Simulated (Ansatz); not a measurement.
`F[SiH](S)I` + H₂O → `O[SiH](F)I` + H₂S at 600 K and 1 bar (formal hydrolysis of the Si–S bond).

Computed with Ansatz on PBE0-D4/def2-TZVP structures; ΔE is electronic, products minus reactants. CCSD(T)/CBS is the MP2 limit (def2-TZVPP, def2-QZVPP) plus CCSD(T) − MP2 in def2-TZVPP, frozen cores. This one scheme is used for every species. def2 core potentials past Kr. For I outer-core shells are correlated without core-valence functions, which leaves a few kJ/mol of doubt a bond. One conformer a species, not always the lowest.

```json
{"species": "`F[SiH](S)I`", "CCSD(T)/CBS energy (Eh)": "-1085.42501", "H − E (kJ/mol)": "107.1", "S (J/(mol·K))": "412.7"}
{"species": "H₂O", "CCSD(T)/CBS energy (Eh)": "-76.37941", "H − E (kJ/mol)": "76.8", "S (J/(mol·K))": "212.8"}
{"species": "`O[SiH](F)I`", "CCSD(T)/CBS energy (Eh)": "-762.85028", "H − E (kJ/mol)": "116.5", "S (J/(mol·K))": "394.1"}
{"species": "H₂S", "CCSD(T)/CBS energy (Eh)": "-398.97279", "H − E (kJ/mol)": "60.8", "S (J/(mol·K))": "230.9"}
```

H − E and S are ideal-gas, rigid-rotor, harmonic terms from PBE0-D4/def2-TZVP, for one conformer and one mirror image of each species. 1 Eh = 2625.50 kJ/mol, R = 8.31446 J/(mol·K).

Problem. By hand: ΔE, ΔH, ΔS and ΔG.

Solution. ΔE = (-762.85028) + (-398.97279) − (-1085.42501) − (-76.37941) = -0.01865 Eh = -49.0 kJ/mol. Δ(H − E) = 116.5 + 60.8 − 107.1 − 76.8 = -6.6, so ΔH = -55.6 kJ/mol. ΔS = 394.1 + 230.9 − 412.7 − 212.8 = -0.5 J/(mol·K). ΔG = -55.6 − 600 × (-0.5)/1000 = -55.3 kJ/mol.

Problem. By hand: the equilibrium constant, and the temperature at which ΔG would vanish if ΔH and ΔS stayed fixed.

Solution. log₁₀ K = −ΔG/(RT ln 10) = 4.8. ΔG = 0 at ΔH/ΔS = 111200 K, far beyond where these terms or the molecules hold.

The number of gas molecules stays the same, so ΔS is small and ΔH decides. A doubt of 5 kJ/mol in ΔE shifts log₁₀ K by 0.4 here. Other conformers and mirror images would add mixing entropy, several J/(mol·K) or more a flexible species. These are equilibria of isolated gas molecules and say nothing of rates. Largest T1 diagnostic: 0.010 (customary marks: 0.02 for closed shells, 0.045 for open ones).
